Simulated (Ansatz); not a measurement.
Geometry optimisation, RKS revPBE-D4/def2-SVP (Ansatz 0.2.0).

Input file:

```yaml
crystal:
  periodic: [false, false, false]
  atoms:
    - { symbol: Ga, position_ang: [0.0, 0.0, 0.0] }
    - { symbol: H, position_ang: [0.0, 0.0, 1.57] }
    - { symbol: O, position_ang: [1.5501, 0.0, -0.895] }
    - { symbol: H, position_ang: [1.85, -0.9519, -1.0499] }
    - { symbol: C, position_ang: [-1.7147, 0.0, -0.99] }
    - { symbol: H, position_ang: [-2.2748, -0.9305, -0.7608] }
    - { symbol: H, position_ang: [-2.3188, 0.8797, -0.6846] }
    - { symbol: H, position_ang: [-1.513, 0.0508, -2.0803] }
basis:
  gaussian: { orbitals: def2-SVP }
hamiltonian:
  xc: revpbe
  dispersion: d4
relax:
  f_tol: 0.02
  max_steps: 40
```

Run as:

```bash
$ ansatz run input.yaml --threads 1 --pin off --max-ram 2048MiB --backend cpu --events-out ev --progress --plain --runs-dir out
```

Question: Where does it end, and by what steps?

Answer: It converged. After 7 steps the energy has fallen by 0.363 eV; H4 moved furthest, 0.67 Å.

```
step  energy less start (eV)  largest force component (eV/Å)  accepted
   0                  0.0000                           1.532       yes
   1                 -0.0729                           0.816       yes
   2                 -0.1137                           1.063       yes
   3                 -0.1188                           2.089       yes
   4                 -0.3187                           0.450       yes
   5                 -0.3589                           0.139       yes
   6                 -0.3589                           0.087        no
   7                 -0.3633                           0.018       yes
```

```xyz
8
Properties=species:S:1:pos:R:3
Ga -0.067 -0.132 -0.038
H 0.225 -0.057 1.519
O 1.353 -0.441 -1.135
H 2.187 -0.545 -0.642
C -1.775 0.040 -1.009
H -2.391 -0.868 -0.837
H -2.360 0.912 -0.652
H -1.594 0.139 -2.097
```

Whether the end is a true minimum wasn't checked by a vibrational analysis.

Time of the run: 11 s on 1 thread of Intel(R) Xeon(R) 6975P-C (Granite Rapids), with other jobs on the host, peak memory 0.14 GiB.
